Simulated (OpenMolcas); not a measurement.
**Tc2+ in a point-charge field**

Tc2+ among 6 point charges of -1.2 e arranged as an octahedron (Oh), 1.89 Å from the ion.
```
   1.8900    0.0000    0.0000  -1.20
   0.0000    1.8900    0.0000  -1.20
  -1.8900    0.0000    0.0000  -1.20
   0.0000   -1.8900    0.0000  -1.20
   0.0000    0.0000    1.8900  -1.20
   0.0000    0.0000   -1.8900  -1.20
```

```yaml
Program: OpenMolcas
Method: "SS-CASPT2, IPEA 0.25 Eh, imaginary shift 0.1 Eh (closed shells correlated: 4s 4p)"
Basis: ANO-RCC-VTZP [7s6p4d2f1g]
Scalar_Hamiltonian: DKH2, point nucleus
Active_space: 5 electrons in 5 orbitals (4d)
State_averaging: 2S+1 = 6 even, 1 root; 2S+1 = 4 even, 24 roots; 2S+1 = 2 even, 75 roots
Spin-orbit_coupling: RASSI with atomic mean-field integrals over the reference wave functions
```

The lowest spin-free states (labels of O, the rotations of Oh), above the lowest:

```tsv
State	Degeneracy	E (cm-1)	Free-ion L (%)
6A1	1	0	S (100)
4T1	3	9790	G (59)
2T2	3	10310	I (33)
4T2	3	12830	G (61)
2A2	1	17670	I (56)
4E	2	18870	G (97)
4T2	3	19480	D (65)
2T1	3	19570	I (62)
2T2	3	19840	I (53)
4A1	1	19990	G (100)
2E	2	20470	I (39)
4E	2	23450	D (97)
2T1	3	24150	F (42)
2E	2	27030	I (49)
4T1	3	27120	F (43)
2A1	1	27570	I (91)
2T2	3	27800	I (56)
2T2	3	28470	D (49)
2A1	1	29270	G (82)
2E	2	32660	G (78)
```

The lowest levels with spin-orbit coupling:

```
E (cm-1)  Degeneracy  Label      2S+1               g
       0           2     Γ7         6  3.32 3.32 3.32
       2           4     Γ8         6                
    8240           2     Γ7  2 (59 %)  2.47 2.47 2.47
    9360           4     Γ8  4 (71 %)                
    9870           4     Γ8         4                
   10080           2     Γ6         4  2.91 2.91 2.91
   10990           2     Γ7  4 (62 %)  1.84 1.84 1.84
   11110           4     Γ8  2 (61 %)                
   12810           2     Γ7         4  1.60 1.60 1.60
   13020           2     Γ6         4  3.21 3.21 3.21
   13030           4     Γ8         4                
   13120           4     Γ8         4                
   17660           2     Γ7  2 (87 %)  2.90 2.90 2.90
   18320           4     Γ8  4 (56 %)                
   18420           2     Γ7  4 (73 %)  2.39 2.39 2.39
   18700           2     Γ6  4 (83 %)  0.85 0.85 0.85
   19060           4     Γ8  4 (89 %)                
   19250           4     Γ8  4 (58 %)                
   19260           2     Γ6         4  3.10 3.10 3.10
   19820           4     Γ8         4
```

Powder χT (cm3 K/mol): 4.02 at 2 K, 4.34 at 10 K, 4.35 at 50 K, 4.35 at 100 K, 4.35 at 200 K, 4.35 at 300 K. The effective moment at 300 K is 2.828 √(χT) = 5.90 μB.

The lowest level has 2S+1 = 6, for which the spin-only value is χT = S(S+1) / 2 = 4.375 cm3 K/mol (g = 2). The computed 4.352 at 300 K differs by -0.023, through a little spin-orbit mixing out of the ground term, against the free-electron g of 2.0023, which raises it.

Roots that are degenerate in the reference are averaged as groups; the widest CASPT2 spread within a group is 240 cm-1 (the 3-fold group of multiplicity 4 near 12800 cm-1 above the lowest state of its run). Shifts and gaps below about the spread of the groups concerned are not significant. Point charges give a weaker field than real ligands, and real ions of this kind are as a rule low spin; the high spin found here belongs to the model. Free-ion shares, where given, are those of the reference states; single-state CASPT2 does not remix them. Point charges carry no covalency, so the field is a model and not that of real ligands. No measured value stands beside these numbers.
